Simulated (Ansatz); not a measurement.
Cs₃Br₂. Charge 0, multiplicity 2. Geometry PBE0-D4/def2-SVP, basis def2-TZVP, Ansatz.

```tsv
atom	x (Å)	y (Å)	z (Å)
Cs1	0.2099	-2.6003	-0.8132
Cs2	-0.9815	1.9796	-1.6085
Cs3	0.7976	0.6410	2.5032
Br4	1.9560	0.3757	-0.7684
Br5	-1.9819	-0.3960	0.6869
```

| run | HOMO (eV) | LUMO (eV) |
| --- | --- | --- |
| A | -2.10 | -1.06 |
| B | -2.60 | -0.30 |
| C | -1.83 | -1.57 |
| D | -1.85 | -1.26 |
| E | -1.91 | -1.55 |
| F | -2.10 | -1.38 |

In the def2 sets Cs takes a core potential; there is no spin–orbit coupling. B3LYP takes the VWN-RPA correlation. The structure comes from a short search, and lower isomers may exist.

HOMO and LUMO are taken over both spins.

Task: The runs used B3LYP, PBE, PBE0, r2SCAN, revPBE, ωB97M-V. Estimate which is which.

Result: A PBE0 (25 % exact exchange); B ωB97M-V (range-separated); C revPBE (0 % exact exchange); D r2SCAN (0 % exact exchange); E PBE (0 % exact exchange); F B3LYP (20 % exact exchange). Exact exchange lowers occupied and raises empty levels; among semilocal functionals meta-GGAs tend to open the gap a little, and such runs are hard to tell apart. The gap grows from 0.26 eV (revPBE) to 2.31 eV (ωB97M-V).
